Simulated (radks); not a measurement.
Values are calculated unless marked as measured or tabulated.
The rhenium anion Re- inside a hard spherical wall (all orbitals vanish at R), configuration held at [Xe] 4f14 5d6 6s2 and not refilled when levels cross. Code: a radial shooting solver on a logarithmic mesh with Libxc functionals. Model: scalar-relativistic Kohn-Sham, PBEsol, spin-polarised, spherical densities, point nucleus; open shells are filled with parallel spins first (spin-orbit coupling, left out, can overturn this in heavy ions). Eigenvalues in eV for spin up, with the zero of energy where the potential of the charges vanishes at infinity; a dash marks a level that is unbound or too diffuse for the functional's potential to be trusted. A positive occupied level is held by the wall or, in an anion where self-interaction has pushed it up, behind a barrier. The pressure on the wall is -dE/dV.

| R (bohr) | E (hartree) | kinetic (hartree) | e(5p) | e(4f) | e(6s) | e(5d) | e(6p, empty) | e(7s, empty) | pressure (GPa) |
|---|---|---|---|---|---|---|---|---|---|
| 12 | -16687.5158 | 18443.402 | -39.790 | -34.218 | -0.338 | 1.037 | 3.221 | 4.183 | 0.0167 |
| 10 | -16687.5120 | 18443.418 | -39.489 | -33.925 | -0.119 | 1.313 | 3.692 | 5.683 | 0.0774 |
| 8 | -16687.4968 | 18443.493 | -38.795 | -33.235 | 0.413 | 1.942 | 4.697 | 8.981 | 0.556 |
| 5 | -16687.2323 | 18444.615 | -33.863 | -28.081 | 4.965 | 6.333 | 11.762 | 29.909 | 27.7 |
| 4 | -16686.6466 | 18446.790 | -28.186 | -21.772 | 12.012 | 11.741 | 21.807 | 56.267 | 153 |
| 3.5 | -16685.8796 | 18449.505 | -23.250 | -16.026 | 19.900 | 16.930 | 32.645 | 82.568 | 416 |
| 3 | -16684.1955 | 18455.425 | -15.538 | -6.752 | 35.285 | 25.850 | 52.949 | 128.65 | 1310 |
| 2.5 | -16679.9684 | 18470.278 | -1.733 | 9.769 | 68.915 | 43.144 | 94.784 | 217.07 | 5050 |
| 2 | -16667.2517 | 18513.506 | 28.924 | 42.989 | 152.98 | 82.723 | 192.43 | 409.48 | 25900 |
| 1.5 | -16618.2579 | 18668.353 | 121.95 | 122.07 | 403.81 | 198.78 | 467.13 | 914.14 | 200000 |
